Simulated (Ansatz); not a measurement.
`C=C[Si@@H](Cl)C[Si@@H](Cl)C=C`, 19 atoms. Total charge 0; spin multiplicity 1. All runs use 4 threads of an AMD EPYC 7R13 on a shared host and a share of an NVIDIA H100 80 GB. Correlated methods freeze the cores. Open-shell runs search over several starts.

(1) How many basis functions does each run have, and how long does it take in Ansatz? RHF-CCSD(T)/def2-TZVPP energy; UKS ωB97X-V/def2-TZVPP energy of the cation; UKS PBE-D4/def2-TZVPP energy of the cation; RHF-CCSD(T)/def2-SVP energy; RKS PBE0-D4/def2-QZVPP energy; RKS PBE0-D4/def2-SVP energy; RHF-MP2/def2-QZVPP energy; RKS ωB97M-V/def2-SVP energy; RKS BLYP-D4/def2-TZVPP energy; RKS PBE0-D4/def2-TZVP relaxation (13 steps); UKS B3LYP-D4/def2-TZVPP energy of the cation; UKS ωB97M-V/def2-TZVPP energy of the cation. (Best estimate.)

Results:

(1) Computed: Other jobs shared the machine, so times are rough.

| level | job | functions | wall time | peak host memory (GiB) |
| --- | --- | --- | --- | --- |
| RHF-CCSD(T)/def2-SVP | energy | 192 | 15 s | 0.8 |
| RKS BLYP-D4/def2-TZVPP | energy | 463 | 16 s | 1.1 |
| RKS PBE0-D4/def2-QZVPP | energy | 865 | 19 s | 1.4 |
| RKS ωB97M-V/def2-SVP | energy | 192 | 20 s | 0.93 |
| RKS PBE0-D4/def2-SVP | energy | 192 | 21 s | 0.82 |
| RKS PBE0-D4/def2-TZVP | relaxation (13 steps) | 363 | 34 s | 1.1 |
| RHF-MP2/def2-QZVPP | energy | 865 | 36 s | 1.5 |
| RHF-CCSD(T)/def2-TZVPP | energy | 463 | 40 s | 2.2 |
| UKS PBE-D4/def2-TZVPP | energy of the cation | 463 | 41 s | 1.2 |
| UKS ωB97M-V/def2-TZVPP | energy of the cation | 463 | 41 s | 1.6 |
| UKS B3LYP-D4/def2-TZVPP | energy of the cation | 463 | 96 s | 1.2 |
| UKS ωB97X-V/def2-TZVPP | energy of the cation | 463 | 97 s | 1.5 |

B3LYP here is the variant with VWN-RPA as its local correlation; programs differ in this.
